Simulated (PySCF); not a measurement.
## Two-component Hartree-Fock for Ru³⁺ (ruthenium, charge +3)

Start: [Kr] 4d5; 4d3/2 filled at m_j = -3/2, -1/2, +1/2, +3/2; 4d5/2 filled at m_j = +5/2. Calculated with PySCF 2.14 in x2c-SVPall-2c (6s8p6d1f, 67 functions): generalised Hartree-Fock with the X2C-1e Hamiltonian and a Gaussian nucleus; one run each with spin-orbit coupling (SO) switched off, then screened by Boettger's factors.

```tsv
spinor shell	electrons	ε, spin-free (eV)	ε, screened SO (eV)	weight of nominal j (screened SO)	rms radius, screened SO (bohr)
1s1/2	2	-22266.7	-22265.4	1.000	0.0384
2s1/2	2	-3310.7	-3310.3	1.000	0.158
2p1/2	2	-2963.0	-3053.6	1.000	0.137
2p3/2	4	-2963.0	-2920.6	1.000	0.142
3s1/2	2	-646.36	-646.27	1.000	0.428
3p1/2	2	-528.86	-544.82	1.000	0.425
3d3/2	4	-339.81	-342.66	0.956	0.417
3d5/2	6	-339.81	-337.81	0.971	0.420
4s1/2	2	-128.27	-128.25	1.000	1.08
4p1/2	2	-92.334	-98.885	0.662	1.19
4p3/2	4	-92.334	-89.126	0.831	1.19
4d3/2	4	-46.148	-46.190	0.538	1.54
4d5/2	1	-46.148	-45.946	1.000	1.54
```

Problem. Where does 3p3/2 lie, and what is the 3p spin-orbit splitting (screened SO)?

Solution. At -521.35 eV, 23.462 eV above 3p1/2.

| quantity | spin-free | screened SO |
| --- | --- | --- |
| E (hartree) | -4525.51739 | -4526.13634 |
| M_J | 5/2 | 5/2 |
| ⟨J²⟩ | 8.750 | 8.751 |
| ⟨L²⟩ | 0.000 | 0.024 |
| ⟨S²⟩ | 8.750 | 8.725 |

Each row is a mean over spinors that exchange with the open shell spreads, by up to 11.119 eV (4p3/2).

Rows whose weight is well below 1 are mixtures of j = l ± 1/2: exchange outweighs spin-orbit coupling there, and the label is only the starting occupation.

Breit and QED terms are absent; they matter most for the inner s and p1/2 levels.

Densities and radii are taken from the X2C orbitals without a picture-change correction, which distorts them close to the nucleus.

Without spin-orbit coupling the j labels of p, d and f shells carry no meaning; the spin-free column gives the mean over the occupied spinors of each nl shell.
